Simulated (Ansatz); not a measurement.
The multiplicity is imposed and other spin states were not computed.

Method: Ansatz (a first-principles code) with r2SCAN-D4/def2-SVP. No frequencies were computed at this level.

Ansatz 0.2 input:
```yaml
crystal:
  periodic: [false, false, false]
  atoms:
    - { symbol: Cd, position_ang: [0.0, -0.000001, 0.0] }
    - { symbol: C, position_ang: [0.53, -0.703717, 2.029888] }
    - { symbol: H, position_ang: [1.273964, -0.051094, 2.487811] }
    - { symbol: H, position_ang: [0.942972, -1.712453, 1.998277] }
    - { symbol: H, position_ang: [-0.346194, -0.720364, 2.67881] }
    - { symbol: C, position_ang: [-0.530003, 0.703717, -2.029888] }
    - { symbol: H, position_ang: [-1.596117, 0.577595, -2.221169] }
    - { symbol: H, position_ang: [0.015559, 0.14588, -2.791644] }
    - { symbol: H, position_ang: [-0.290194, 1.760436, -2.15208] }
basis:
  gaussian: { orbitals: def2-svp }
hamiltonian:
  xc: r2scan
  dispersion: d4
relax:
  max_steps: 150
```

Output:

```
Functional definition: r2SCAN
972 factors; their error is unknown
mean field evaluation 1: about -6719.5966 eV, gradient 7.3e1 eV
mean field evaluation 2: about -6703.3151 eV, gradient 9.9e1 eV
mean field evaluation 4: about -6733.8672 eV, gradient 4.7e0 eV
mean field evaluation 8: about -6733.8867 eV, gradient 1.4e-2 eV
mean field evaluation 16: about -6733.8867 eV, gradient 1.1e-5 eV
mean field -6733.88672192 eV, -247.4657726381 hartree, gradient 1.1e-5 eV, S^2 0.000000; 0 other end points of the search recorded, 0 dependent functions left out
reference -6733.88673504 eV, -247.4657731205 hartree; 19, 19 occupied and 70, 70 virtual orbitals, 972 factors
relax step   1: F+E_penalty+E_count = -6733.91618310 eV  Δ(F+E_penalty+E_count) = +0.000e0 eV  max|allowed force component| = 1.012e0 eV/Å  Δτ_max = 0.0000 Å  (27 SCF iters, accepted)
these checks for a lower state are left out or cut short: starts, cluster_reference, orbital_swaps, neighbouring_geometries, increment
972 factors; their error is unknown
mean field -6733.99687968 eV, -247.4698208611 hartree, gradient 1.4e-5 eV, S^2 0.000000; 0 other end points of the search recorded, 0 dependent functions left out
reference -6733.99689268 eV, -247.4698213390 hartree; 19, 19 occupied and 70, 70 virtual orbitals, 972 factors
relax step   2: F+E_penalty+E_count = -6734.02720894 eV  Δ(F+E_penalty+E_count) = -1.110e-1 eV  max|allowed force component| = 1.170e-1 eV/Å  Δτ_max = 0.1268 Å  (29 SCF iters, accepted)
these checks for a lower state are left out or cut short: starts, cluster_reference, orbital_swaps, neighbouring_geometries, increment
972 factors; their error is unknown
mean field evaluation 32: about -6734.0044 eV, gradient 2.0e-5 eV
mean field -6734.00435128 eV, -247.4700954375 hartree, gradient 2.0e-5 eV, S^2 0.000000; 0 other end points of the search recorded, 0 dependent functions left out
reference -6734.00436429 eV, -247.4700959157 hartree; 19, 19 occupied and 70, 70 virtual orbitals, 972 factors
relax step   3: F+E_penalty+E_count = -6734.03454086 eV  Δ(F+E_penalty+E_count) = -7.332e-3 eV  max|allowed force component| = 7.653e-2 eV/Å  Δτ_max = 0.0268 Å  (30 SCF iters, accepted)
these checks for a lower state are left out or cut short: starts, cluster_reference, orbital_swaps, neighbouring_geometries, increment
972 factors; their error is unknown
mean field -6734.00468087 eV, -247.4701075496 hartree, gradient 2.1e-5 eV, S^2 0.000000; 0 other end points of the search recorded, 0 dependent functions left out
reference -6734.00469388 eV, -247.4701080278 hartree; 19, 19 occupied and 70, 70 virtual orbitals, 972 factors
relax step   4: F+E_penalty+E_count = -6734.03486689 eV  Δ(F+E_penalty+E_count) = -3.260e-4 eV  max|allowed force component| = 1.076e-2 eV/Å  Δτ_max = 0.0036 Å  (23 SCF iters, accepted)
these checks for a lower state are left out or cut short: starts, cluster_reference, orbital_swaps, neighbouring_geometries, increment
972 factors; their error is unknown
mean field -6734.00468520 eV, -247.4701077086 hartree, gradient 2.3e-5 eV, S^2 0.000000; 0 other end points of the search recorded, 0 dependent functions left out
reference -6734.00469820 eV, -247.4701081867 hartree; 19, 19 occupied and 70, 70 virtual orbitals, 972 factors
relax step   5: F+E_penalty+E_count = -6734.03487402 eV  Δ(F+E_penalty+E_count) = -7.132e-6 eV  max|allowed force component| = 1.384e-4 eV/Å  Δτ_max = 0.0014 Å  (22 SCF iters, accepted)
972 factors; their error is unknown
mean field -6734.00468520 eV, -247.4701077086 hartree, gradient 2.2e-5 eV, S^2 0.000000; 1 other end points of the search recorded, 0 dependent functions left out
reference -6734.00469820 eV, -247.4701081867 hartree; 19, 19 occupied and 70, 70 virtual orbitals, 972 factors
Total energy: -6734.03488703 eV, -247.4712176055 hartree
Atom 0 at     0.000005    -0.000001    -0.000002 Å, force     0.000002     0.000000    -0.000000 eV/Å
Atom 1 at     0.506119    -0.672003     1.938416 Å, force    -0.000030     0.000037    -0.000113 eV/Å
Atom 2 at     1.254656    -0.009722     2.402497 Å, force    -0.000085     0.000118    -0.000024 eV/Å
Atom 3 at     0.927484    -1.689677     1.905504 Å, force     0.000100     0.000044    -0.000099 eV/Å
Atom 4 at    -0.380420    -0.692872     2.592563 Å, force    -0.000073    -0.000084    -0.000096 eV/Å
Atom 5 at    -0.506118     0.672003    -1.938417 Å, force     0.000029    -0.000037     0.000113 eV/Å
Atom 6 at    -1.584294     0.548456    -2.129644 Å, force    -0.000033     0.000076     0.000121 eV/Å
Atom 7 at     0.042096     0.105039    -2.708032 Å, force    -0.000048    -0.000128     0.000056 eV/Å
Atom 8 at    -0.259540     1.738775    -2.062880 Å, force     0.000138    -0.000026     0.000042 eV/Å
Dipole moment:    -0.000001    -0.000000     0.000000 e Å
```

Cost: very roughly 22 core-seconds.
